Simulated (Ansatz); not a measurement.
Several settings on one geometry of GeH2(OiPr)2 (C₆H₁₆GeO₂) (that of the charge 0 singlet, PBE-D4/def2-SVP). Ansatz on 2 threads of AMD EPYC 7R13 on a shared host and a share (18 GiB) of an NVIDIA H100 80GB HBM3; times are rough.

```tsv
atom	x (Å)	y (Å)	z (Å)
Ge1	1.376	0.018	1.049
H2	1.234	0.392	2.545
H3	2.781	-0.352	0.513
O4	0.884	1.401	0.014
C5	-0.267	2.187	0.362
C6	-1.289	2.090	-0.769
C7	0.188	3.622	0.622
H8	-0.740	1.791	1.295
H9	-0.837	2.440	-1.720
H10	-2.184	2.710	-0.557
H11	-1.618	1.042	-0.907
H12	0.912	3.656	1.461
H13	0.690	4.029	-0.279
H14	-0.669	4.278	0.874
O15	0.251	-1.369	0.853
C16	0.300	-2.175	-0.335
C17	-1.074	-2.151	-1.000
C18	0.741	-3.585	0.054
H19	1.046	-1.757	-1.056
H20	-1.844	-2.522	-0.293
H21	-1.092	-2.790	-1.907
H22	-1.345	-1.119	-1.297
H23	1.749	-3.568	0.514
H24	0.034	-4.011	0.795
H25	0.772	-4.256	-0.829
```

Totals from different functionals, basis sets or treatments of relativity can't be compared as stabilities.

Correlated methods freeze 17 core orbitals; core or outer-core shells of Ge are correlated, in sets that lack core-valence functions.

Question: Give the basis size and estimate the energy, ⟨S²⟩, dipole and time of these runs.

```tsv
run	method	charge	state	further keys
1	RKS PBE0-D3(BJ)-ATM/cc-pVDZ	0	singlet	fitting: {mean_field: def2-universal-jkfit}; final_grid: {core_spheres: 8, valence_spheres: 7, degree: 23}; nuclear_model: gaussian; accuracy: high; scf: {lower_state_search: off}; forces asked
2	UKS PBEsol-D3(BJ)-ATM/def2-mTZVP	0	singlet	forces asked
3	RKS r2SCAN50-D3(BJ)-ATM/aug-cc-pVDZ	0	singlet	scf: {omitted_lower_state_checks: [starts]}; forces asked
4	RHF, ccsd_t/def2-mTZVP	0	singlet	nuclear_model: gaussian; diis_vectors: 4; scf: {omitted_lower_state_checks: [starts]}
```

Answer: 
| run | functions | energy (Eh) | ⟨S²⟩ | dipole (D) | wall time |
| --- | --- | --- | --- | --- | --- |
| 1 | 219 | -2465.0335 | – | 0.14 | 2.4 s |
| 2 | 246 | -2462.0166 | 0.00 | 0.06 | 4.1 s |
| 3 | 364 | -2465.4328 | – | 0.21 | 8.5 s |
| 4 | 246 | -2463.3223 | – | – | 8 s |
